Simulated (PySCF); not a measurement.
C3H7NOSi. Atoms are numbered in the order given.

```xyz
13

C      1.9813     1.8268    -0.0311
C      1.7468     0.6386     0.0250
C      1.4020    -0.7892     0.0957
N      0.0923    -1.0662     0.6483
Si    -1.3523    -0.6411    -0.2193
O     -1.7252     0.9827    -0.2138
H      2.2098     2.8760    -0.0742
H      1.4568    -1.2076    -0.9249
H      2.1825    -1.3173     0.6699
H      0.0660    -0.9552     1.6579
H     -2.5074    -1.3080     0.4316
H     -1.1092    -1.1313    -1.6097
H     -0.9919     1.5638    -0.4450
```

Geometry: PBE0-D3(BJ)/def2-SVP. This is a generated structure with no PubChem entry under its InChIKey; it may be hypothetical. One conformer was computed; it need not be the lowest.

The numbers are results of PySCF 2.14.0 with TDDFT-PBE0/def2-SVPD, not measurements.

Vertical excitations. Gas-phase values at a fixed geometry.

Computed UV-visible absorptions:
```json
[
 {"state": "S1", "energy (eV)": "6.33", "λ (nm)": "196", "f": "0.035", "main pairs": "HOMO→LUMO 89 %"},
 {"state": "S2", "energy (eV)": "6.44", "λ (nm)": "193", "f": "0.004", "main pairs": "HOMO−1→LUMO 56 %, HOMO−1→LUMO+1 10 %"},
 {"state": "S3", "energy (eV)": "6.63", "λ (nm)": "187", "f": "0.012", "main pairs": "HOMO→LUMO+1 75 %"},
 {"state": "S4", "energy (eV)": "6.69", "λ (nm)": "185", "f": "0.000", "main pairs": "HOMO→LUMO+2 53 %, HOMO−2→LUMO+2 15 %, HOMO→LUMO+1 11 %, HOMO−1→LUMO 11 %"},
 {"state": "S5", "energy (eV)": "6.92", "λ (nm)": "179", "f": "0.005", "main pairs": "HOMO−2→LUMO 38 %, HOMO−1→LUMO+2 35 %, HOMO→LUMO+1 10 %"},
 {"state": "S6", "energy (eV)": "7.23", "λ (nm)": "171", "f": "0.004", "main pairs": "HOMO−2→LUMO+2 62 %, HOMO→LUMO+2 25 %"},
 {"state": "S7", "energy (eV)": "7.30", "λ (nm)": "170", "f": "0.024", "main pairs": "HOMO−1→LUMO+1 77 %, HOMO−1→LUMO 13 %"},
 {"state": "S8", "energy (eV)": "7.42", "λ (nm)": "167", "f": "0.028", "main pairs": "HOMO→LUMO+3 89 %"},
 {"state": "S9", "energy (eV)": "7.55", "λ (nm)": "164", "f": "0.069", "main pairs": "HOMO−2→LUMO+1 75 %"},
 {"state": "S10", "energy (eV)": "7.66", "λ (nm)": "162", "f": "0.005", "main pairs": "HOMO→LUMO+4 68 %"},
 {"state": "T1", "energy (eV)": "5.21", "λ (nm)": "238", "f": "0", "main pairs": "HOMO−1→LUMO+2 30 %, HOMO−2→LUMO 25 %, HOMO→LUMO 14 %, HOMO−2→LUMO+1 5 %"},
 {"state": "T2", "energy (eV)": "5.73", "λ (nm)": "216", "f": "0", "main pairs": "HOMO−1→LUMO+2 39 %, HOMO−1→LUMO 17 %, HOMO→LUMO 14 %, HOMO−2→LUMO 6 %"},
 {"state": "T3", "energy (eV)": "5.75", "λ (nm)": "216", "f": "0", "main pairs": "HOMO−1→LUMO 26 %, HOMO−2→LUMO+2 17 %, HOMO−1→LUMO+2 15 %, HOMO→LUMO+2 8 %"},
 {"state": "T4", "energy (eV)": "6.15", "λ (nm)": "202", "f": "0", "main pairs": "HOMO→LUMO 58 %, HOMO−2→LUMO 18 %"}
]
```
Triplets are in the Tamm–Dancoff approximation, which puts them higher than full response would, so one can lie above its singlet here.
